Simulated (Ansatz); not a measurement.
`SC[SiH2]S` → CH₃SH + `[SiH]S` at 700 K and 1 bar (silylene formation by 1,1-elimination).

Gas-phase electronic energies from Ansatz, PBE0-D4/def2-TZVP geometries. CCSD(T)/CBS adds triple-zeta CCSD(T) − MP2 to the extrapolated MP2 energy (def2 sets, frozen cores). This one scheme is used for every species. Each species was taken in one conformer, which may not be the lowest.

```tsv
species	CCSD(T)/CBS energy (Eh)	H − E (kJ/mol)	S (J/(mol·K))
`SC[SiH2]S`	-1126.32104	244.9	464.4
CH₃SH	-438.22835	160.2	309.0
`[SiH]S`	-688.02937	79.2	304.9
```

H − E and S are ideal-gas, rigid-rotor, harmonic terms from PBE0-D4/def2-TZVP, for one conformer and one mirror image of each species. 1 Eh = 2625.50 kJ/mol, R = 8.31446 J/(mol·K).

By hand: ΔE, ΔH, ΔS and ΔG.

ΔE = (-438.22835) + (-688.02937) − (-1126.32104) = 0.06332 Eh = 166.2 kJ/mol. Δ(H − E) = 160.2 + 79.2 − 244.9 = -5.5, so ΔH = 160.7 kJ/mol. ΔS = 309.0 + 304.9 − 464.4 = 149.5 J/(mol·K). ΔG = 160.7 − 700 × (149.5)/1000 = 56.0 kJ/mol.

By hand: the equilibrium constant, and the temperature at which ΔG would vanish if ΔH and ΔS stayed fixed.

log₁₀ K = −ΔG/(RT ln 10) = -4.2. ΔG = 0 at ΔH/ΔS = 1075 K.

The number of gas molecules changes by +1, which sets the sign of ΔS. A doubt of 5 kJ/mol in ΔE shifts log₁₀ K by 0.4 here. Other conformers and mirror images would add mixing entropy, several J/(mol·K) or more a flexible species. These are equilibria of isolated gas molecules and say nothing of rates. Largest T1 diagnostic: 0.016 (customary marks: 0.02 for closed shells, 0.045 for open ones).
